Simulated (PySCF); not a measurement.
# Arsenic: a sound run and one with changed settings

Sound run: As [Ar] 3d10 4s2 4p3, As⁺ [Ar] 3d10 4s2 4p2. All numbers are calculated (PySCF 2.14, the spin-free X2C one-electron Hamiltonian (Gaussian nucleus), in jorge-DZP-DKH (8s6p2d1f, 43 functions)). In the sound run the correlated levels freeze [Ar] 3d10. The sound run starts from symmetry-adapted Hartree-Fock orbitals and uses a fine grid where one is needed.

Changed run: no relativity, point nucleus. This setting is unsound on purpose.

| species | method | sound run (hartree) | changed run (hartree) | converged |
| --- | --- | --- | --- | --- |
| As | UHF | -2258.89398 | -2228.41071 | yes |
| As | BP86 | -2260.89671 | -2230.27963 | yes |
| As | B3LYP | -2260.62785 | -2230.05912 | yes |
| As | MP2 | -2258.91863 | -2228.43492 | yes |
| As | CCSD(T) | -2258.92440 | -2228.44058 | yes |
| As⁺ | UHF | -2258.54714 | -2228.06102 | yes |
| As⁺ | BP86 | -2260.53346 | -2229.91353 | yes |
| As⁺ | B3LYP | -2260.27000 | -2229.69857 | yes |
| As⁺ | MP2 | -2258.57238 | -2228.08608 | yes |
| As⁺ | CCSD(T) | -2258.58114 | -2228.09504 | yes |

Ionisation energy of As:

| method | sound run (eV) | changed run (eV) |
| --- | --- | --- |
| UHF | 9.438 | 9.515 |
| BP86 | 9.885 | 9.962 |
| B3LYP | 9.738 | 9.811 |
| MP2 | 9.422 | 9.492 |
| SCS-MP2 | 9.362 | 9.433 |
| CCSD | 9.341 | 9.403 |
| CCSD(T) | 9.341 | 9.403 |

Most of the change in total energy is the relativistic energy itself. On top of that the contraction fixes the core shape for the Hamiltonian it was made with, so the changed run is not a good calculation with the other Hamiltonian either.

For comparison, NIST gives 9.789 eV between the lowest levels.
